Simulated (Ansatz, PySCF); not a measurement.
2,2-difluoro-1-silylethanone (C2H4F2OSi), SMILES O=C([SiH3])C(F)F.

Geometry optimised at B3LYP-D3(BJ)/def2-SVP. One conformer was computed; it need not be the lowest.

Vertical ionisation energy (IE) and electron affinity (EA) in eV. Rows of orbital energies are one-electron estimates. Where ΔSCF, EOM or ADC give a negative EA the extra electron is unbound and the value depends on the basis.

```json
[
 {"level": "−ε(HOMO), −ε(LUMO), PBE0/def2-TZVP (PySCF)", "IE": "7.64", "EA": "2.16"},
 {"level": "−ε(HOMO), −ε(LUMO), PBE/def2-TZVP (PySCF)", "IE": "6.14", "EA": "3.28"},
 {"level": "ΔSCF, CAM-B3LYP/def2-SVPD (Ansatz), final states of multiplicity 2 and 2", "IE": "?", "EA": "?"},
 {"level": "ΔSCF, PBE/def2-SVPD (Ansatz), final states of multiplicity 2 and 2", "IE": "9.60", "EA": "0.26"}
]
```

**Question.** What belongs in the gaps? (An estimate is asked for; the answer gives what the named calculation found.)

**Answer.** 
- ΔSCF, CAM-B3LYP/def2-SVPD (Ansatz, a first-principles code), final states of multiplicity 2 and 2, IE: 10.12
- ΔSCF, CAM-B3LYP/def2-SVPD (Ansatz), final states of multiplicity 2 and 2, EA: 0.23

**Question.** What vertical singlet–triplet gap does ΔSCF give with CAM-B3LYP/def2-SVPD (Ansatz) and with PBE/def2-SVPD (Ansatz)? (The exact figures need the calculation; the answer reports its results.)

**Answer.** 2.72 and 2.57 eV (triplet above singlet where positive).
